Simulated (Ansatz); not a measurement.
A rate constant, worked out

An elementary step of BGeH₅F, doublet (BGeH₅F ([F][BH2][GeH3]) → BGeH₅F ([BH3][GeH2][F]); F–B, Ge–H broken or loosened, F–Ge, B–H formed or tightened). The start structure is the reactant molecule, and the electronic barrier above it is 1.957 eV by CCSD(T) at an estimated basis limit (MP2 extrapolated from triple and quadruple zeta, plus CCSD(T) − MP2 in triple zeta). Program: Ansatz 0.2.0. Basis: def2-TZVPP and def2-QZVPP. Cores are frozen in the correlated methods; orbitals are unrestricted. Filled d shells of the heavier atoms are correlated. The def2 sets are not built for correlating such inner shells, so the correlated values are less sure here. Extrapolation: Hartree–Fock as exp(−7.88 √X), correlation as X^−2.97. Harmonic wavenumbers at PBE0-D4/def2-TZVP (Ansatz 0.2.0), in cm⁻¹:

Start: 120, 133, 165, 247, 365, 398, 733, 854, 857, 978, 985, 1111, 1264, 2145, 2177, 2190, 2467, 2545.

Saddle: 560i, 269, 295, 462, 482, 535, 573, 618, 777, 799, 836, 923, 1037, 1524, 2209, 2223, 2634, 2792.

Problem. Work out the transition-state-theory rate constant at 400 K from these numbers alone (harmonic vibrations; rotation, path degeneracy and anharmonicity left out), and the Wigner tunnelling factor. Use 1 cm⁻¹ = 1.2398 × 10⁻⁴ eV and k_B = 8.617 × 10⁻⁵ eV/K.

Solution. Zero-point energies, half the sums: start 19734/2 cm⁻¹ = 1.2234 eV; saddle, real modes only, 18988/2 cm⁻¹ = 1.1771 eV.
Barrier with zero-point energy: 1.957 + 1.1771 − 1.2234 = 1.9107 eV.
k_BT = 0.03447 eV, so the barrier is 55.43 k_BT.
Vibrational partition functions from the zero-point level, ln q = −Σ ln(1 − exp(−hν/k_BT)): start 4.194, saddle 1.954.
k = (k_BT/h) exp(ln q‡ − ln q) exp(−E0/k_BT), with log₁₀(k_BT/h in s⁻¹) = 12.92: log₁₀ k = 12.92 + (-2.240 − 55.43)/2.3026 = -12.13, so k ≈ 7 × 10^(-13) s⁻¹.
Wigner factor: 1 + (hν‡/k_BT)²/24 = 1 + (2.01)²/24 = 1.17. A change of 1 kcal/mol (0.043 eV) in the barrier would change k by a factor of 3.5 at this temperature.

No T1 diagnostic of these runs exceeds 0.017. ⟨S²⟩ of the unrestricted Hartree–Fock references: 0.76 to 0.78 (a pure state has 0.75).

Labels in which every atom is bracketed show which atoms are joined, not bond orders.

For scale, one of the runs: CCSD(T)/def2-TZVPP, 180 basis functions, launched by `ansatz run in.yaml --threads 4 --pin off --events-out ev --progress --plain --max-ram 9574MiB`. The run took 2.4 min on 4 CPU threads of an Arm Neoverse V2 (shared host), with 4.7 GiB of host memory at its peak.
